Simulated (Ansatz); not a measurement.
Input and output for Cl$_{4}$MoO, SMILES `[O]=[Mo]([Cl])([Cl])([Cl])[Cl]`.

```yaml
crystal:
  periodic: [false, false, false]
  atoms:
    - {symbol: O, position_ang: [-1.713168, -0.204227, 0.140107]}
    - {symbol: Mo, position_ang: [-0.092397, -0.021864, 0.000839]}
    - {symbol: Cl, position_ang: [0.748105, -1.046487, 1.852821]}
    - {symbol: Cl, position_ang: [0.580403, -1.865138, -1.155062]}
    - {symbol: Cl, position_ang: [0.176987, 1.127635, -1.946523]}
    - {symbol: Cl, position_ang: [0.342069, 1.945982, 1.061620]}
basis:
  gaussian: {orbitals: x2c-TZVPPall, nuclear_model: gaussian}
total_charge: 1
magnetization: {spin_polarized: true, initial_magnetization: 1}
hamiltonian: {xc: {name: revPBE0}}
```

```sh
$ ansatz run in.yaml --threads 4 --pin off --events-out ev --progress --plain --max-ram 11315MiB
```

Output, abridged:

```
Functional definition: revPBE0
1976 factors; their error is unknown
mean field evaluation 1: about -162430.5001 eV, gradient 5.5e1 eV
mean field evaluation 2: about -162261.3524 eV, gradient 1.7e2 eV
mean field evaluation 4: about -162435.1723 eV, gradient 3.8e1 eV
mean field evaluation 8: about -162441.0132 eV, gradient 1.8e-1 eV
mean field evaluation 16: about -162441.3005 eV, gradient 3.6e-3 eV
mean field -162441.30053535 eV, -5969.6076880061 hartree, gradient 3.0e-5 eV, S^2 0.769694; 6 other end points of the search recorded, 0 dependent functions left out
reference -162441.30058742 eV, -5969.6076899196 hartree; 59, 58 occupied and 219, 220 virtual orbitals, 1976 factors
Total energy: -162441.30058742 eV, -5969.6076899196 hartree
Relativity: scalar
```

Run time 20 s (4 threads of an Intel Xeon Platinum 8488C on a shared host); peak host memory 1.8 GiB.
